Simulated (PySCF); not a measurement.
Computed shifts of a molecule C₅H₅Cl, PBE/pcSseg-1 (PySCF), GIAO, gas phase, atoms alike by connectivity averaged where their shifts nearly agree, in ppm (number of nuclei): ¹³C: 147.7 (1), 143.4 (1), 141.2 (1), 132.9 (1), 47.4 (1). ¹H: 6.87 (1), 6.75 (1), 6.51 (1), 3.53 (2). References: ³⁵Cl against HCl (σ = 936.5 ppm); ¹³C against TMS (σ = 182.0 ppm); ¹H against TMS (σ = 31.49 ppm), references at their B3LYP-D3(BJ)/def2-TZVP geometries, non-relativistic (without spin–orbit terms, shifts of atoms bonded to Cl or Br come out too high). Geometry optimised at PBE0-D3(BJ)/def2-SVP. Other conformers were not sampled.

Question: Which molecule gave these data?
(A) ClC1=CCC=C1
(B) C=C=C/C=C/Cl
(C) C#C[C@H]1C[C@H]1Cl
(D) C=C(Cl)C#CC

Answer: A, ClC1=CCC=C1
